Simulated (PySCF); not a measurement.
Which level of theory gave which numbers?

Compound: (SiH3)2PPF2, F2H6P2Si2.
Atom-mapped SMILES: `[F:1][P:2]([F:3])[P:4]([SiH3:5])[SiH3:6]` (hydrogens: H7, H8, H9 on Si5; H10, H11, H12 on Si6)

Geometry (PBE0-D3(BJ)/def2-TZVP, Å), atoms numbered from 1 in this order:
```xyz
12
F2H6P2Si2 angstrom
F     -0.9727    2.8587   -0.4479
P      0.1121    1.7909   -0.9159
F      1.4168    2.6610   -0.6418
P      0.1583    0.5759    0.9464
Si     1.5887   -0.9425    0.0849
Si    -1.6905   -0.5896    0.3854
H      1.3743   -1.1418   -1.3745
H      1.3612   -2.2233    0.8003
H      2.9770   -0.4725    0.3157
H     -1.6104   -1.9063    1.0660
H     -1.7917   -0.7946   -1.0857
H     -2.8829    0.1556    0.8585
```

The closed-shell ground state was solved 3 times with PySCF (density fitting, gas phase), always in the pcSseg-2 basis (328 functions), with these functionals: B97-2, KT3 and wB97X-D. The structure is a single PBE0-D3(BJ)/def2-TZVP conformer in the gas phase; no vibrational or solvent corrections.

```csv
row,total energy (Eh),HOMO (eV),LUMO (eV),dipole (D)
P,-1465.2139,-7.06,-1.21,2.08
Q,-1477.3170,-6.28,-2.09,1.92
R,-1465.1397,-9.04,0.58,2.16
```

**Question.** Which functional belongs to which row?

**Answer.** P = B97-2, Q = KT3, R = wB97X-D. By rising HOMO–LUMO gap: KT3 (GGA) 4.19 eV; B97-2 (global hybrid, 21 % exact exchange) 5.85 eV; wB97X-D (range-separated hybrid) 9.62 eV. Total energies of different functionals aren't bounds to one another; each is stationary for its own functional.

Note: wB97X-D ran without an empirical dispersion term, which enters the total energy and its gradient alone.
